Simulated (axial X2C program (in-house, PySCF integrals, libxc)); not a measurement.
HCuH: properties at the nuclei

Computed with an in-house all-electron X2C program for linear molecules (integrals from PySCF): two-component X2C with atomic mean-field Coulomb and Gaunt terms, Gaussian nuclei, basis H dyall-v3z, Cu dyall-v3z with contracted cores.

H–Cu–H held linear, with bonds 1.563 and 1.563 Å (a rough geometry, not the PBE0 minimum).

Input and command:
```json
{"zs": [1, 29, 1], "q": 0, "bas": ["dyall-v3z", "dyall-v3z", "dyall-v3z"], "r0": [1.44, 1.44], "symm": 1, "scan": ["PBE0", "HF", "BHandHLYP"], "levels": ["PBE0", "HF", "BHandHLYP"], "nst": 2}
```
```bash
python solin.py task.json out
```

Keys: zs atomic numbers; q charge; bas basis sets; r0 starting distance in Å; symm equal bonds; scan levels of the two-bond scan; levels methods; nst determinants followed.

Determinant lowest in the PBE0 search, Ω = 1/2 (⟨Sz⟩ = 0.50, ⟨Lz⟩ = 0.00 at PBE0), spin on the atoms H 0.01, Cu 0.48, H 0.01:

```tsv
level	A∥/gI H (MHz)	qzz H (a.u.)	A∥/gI Cu (MHz)	qzz Cu (a.u.)
PBE0	3.18	0.09	2210	-0.37
HF	-9.75	0.11	1150	0.14
BHandHLYP	-4.52	0.10	1670	0.06
```

A∥ (defined per Ω) follows by multiplying with gI = μI/(I μN); qzz is the electric field gradient, eQq0 = 234.96 MHz × Q/barn × qzz. The operators were transformed with the bare-nucleus X2C matrices; with these basis sets, hyperfine constants and field gradients can be off by tens of per cent, and where levels differ in sign neither size nor sign is settled.

(1) With gI(63Cu) = 1.4824 (g factors from the IAEA table of nuclear moments by Stone), turn the PBE0 values of the first state into constants in MHz.

The molecule was held linear; bending was not examined, so a bent shape may lie lower.

Each state is one determinant with collinear spin. Unrestricted Hartree–Fock can overshoot spin polarisation at the nuclei. The search compared states at one distance, so a state with another bond length can lie lower. Further determinants of the search, some of them spin-mixed, are not shown. Where a field gradient or hyperfine factor spreads by more than a factor of two over the levels, a constant derived from it is not to be relied on.

Results:

(1) A∥(63Cu) = 2210 × 1.4824 = 3280 MHz.
